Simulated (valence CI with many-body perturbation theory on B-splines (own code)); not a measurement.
**Which ion has this spectrum?**

A relativistic CI+MBPT calculation for an atom or ion with 34 electrons gives these levels (eV):

| J | Parity | E | g |
| --- | --- | --- | --- |
| 2 | even | 0.000 | 1.47 |
| 1 | even | 1.026 | 1.50 |
| 0 | even | 1.083 |  |
| 2 | even | 2.526 | 1.03 |
| 0 | even | 5.481 |  |
| 2 | odd | 19.056 | 1.50 |
| 1 | odd | 19.798 | 1.49 |
| 0 | odd | 20.291 |  |
| 1 | odd | 23.939 | 1.01 |
| 0 | odd | 24.991 |  |
| 1 | odd | 25.008 | 1.49 |
| 2 | odd | 25.016 | 1.49 |
| 3 | odd | 25.025 | 1.49 |
| 4 | odd | 25.088 | 1.49 |

The energies are calculated, with errors of about 300 cm⁻¹, more in some levels.

Q: Which is it?
A. Br+
B. Rb3+
C. Nb7+
D. Sr4+

A: D. Sr4+, ground level 4s2 4p4 3P_2.
